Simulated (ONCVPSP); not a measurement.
**Which change was made? (Nb, ONCV)**

Nb (Z = 41), optimised norm-conserving Vanderbilt (ONCV), made with ONCVPSP 4.0.1 (LDA (Perdew-Wang 92), scalar-relativistic). Core [Ar] 3d10, reference 4s2 4p6 4d4 5p1. Waves: 4s: rc 1.55 bohr, ncon 5, nbas 8, qcut 6.8 1/bohr, 2 projectors, debl 1.3 Ha; 4p+5p: rc 1.80 bohr, ncon 4, nbas 8, qcut 9.6 1/bohr, 2 projectors; 4d: rc 1.85 bohr, ncon 4, nbas 8, qcut 5.4 1/bohr, 1 projector. Local part: polynomial inside 1.20 bohr (lpopt 5, dvloc0 0 Ha). Core correction: Teter function, fcfact 4.75, rcfact 1.45.

In the s channel the program set the typed energies aside and used -2.194, 0.250 Ha.

Cutoffs, loose and tight: the cutoffs (Ha) at which the residual kinetic energy of the hardest occupied pseudo-wave falls to 1 and 0.1 mHa per electron. They do not see the model core or the augmentation charge, which bear on the density cutoff. Test errors are all-electron minus pseudo excitation energies from the reference, over the configurations 4s2 4p6 4d4 5s1 5p0; 4s2 4p6 4d4 5p0; 4s2 4p6 4d3 5p0; 4s1 4p6 4d4 5s1 5p0; variants that change the core or the reference have their own tests.

The base gives: outcome: generated, projector energies reset by the program; cutoff, loose: 23 Ha; cutoff, tight: 60 Ha; bound ghosts: none; GHOST(+) flags above zero: s; largest test error (meV): -57.

Problem. After one change the result is: outcome: generated, projector energies reset by the program; cutoff, loose: 23 Ha; cutoff, tight: 29 Ha; bound ghosts: none; GHOST(+) flags above zero: none; largest test error (meV): -124. Which change was it?
A. all radii but the core radius scaled by about 1.15 (s 1.78, p 2.06, d 2.12 bohr); local potential polynomial inside 1.38 bohr (lpopt 5, dvloc0 0 Ha)
B. core correction none
C. p: rc 1.52

Solution. A. The others give: core correction none → outcome: generated, projector energies reset by the program; cutoff, loose: 23 Ha; cutoff, tight: 60 Ha; bound ghosts: none; GHOST(+) flags above zero: s; largest test error (meV): -39 | p: rc 1.52 → outcome: generated, projector energies reset by the program; cutoff, loose: 28 Ha; cutoff, tight: 60 Ha; bound ghosts: none; GHOST(+) flags above zero: s; largest test error (meV): -62.
